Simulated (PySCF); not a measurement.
C2H2F2, SMILES F/C=C/F. Atoms are numbered in the order given.

```xyz
6

F      0.1268    -1.7698     0.0000
C     -0.3959    -0.5364     0.0000
C      0.3959     0.5364     0.0000
F     -0.1268     1.7698     0.0000
H     -1.4875    -0.5009     0.0000
H      1.4875     0.5009     0.0000
```

Coordinates come from a TPSSh-D3(BJ)/def2-SVP optimisation.

Two levels are set side by side: PBE/pcSseg-2 (PySCF) and PBE0/pcSseg-2 (PySCF). GIAO shifts against CFCl3 (¹⁹F), TMS (¹H), TMS (¹³C) at the same level; non-relativistic, no solvent, atoms listed together averaged. Differences are taken from unrounded values.

| quantity | PBE |
|---|---|
| δ(¹⁹F) of F1, F4 (ppm) | -212.7 |
| δ(¹³C) of C2, C3 (ppm) | 160.6 |
| δ(¹H) of H5, H6 (ppm) | 7.87 |

**Question.** These are the PBE values. What does PBE0 give? (An estimate is asked for; the answer gives what the named calculation found.)

**Answer.** 
```csv
quantity,PBE0,PBE minus PBE0
"δ(¹⁹F) of F1, F4 (ppm)",-198.6,-14.1
"δ(¹³C) of C2, C3 (ppm)",160.9,-0.3
"δ(¹H) of H5, H6 (ppm)",7.83,0.04
```

Rough cost on one machine, each run with all the roots and properties that it gave: PBE0 against PBE within a factor of 2.
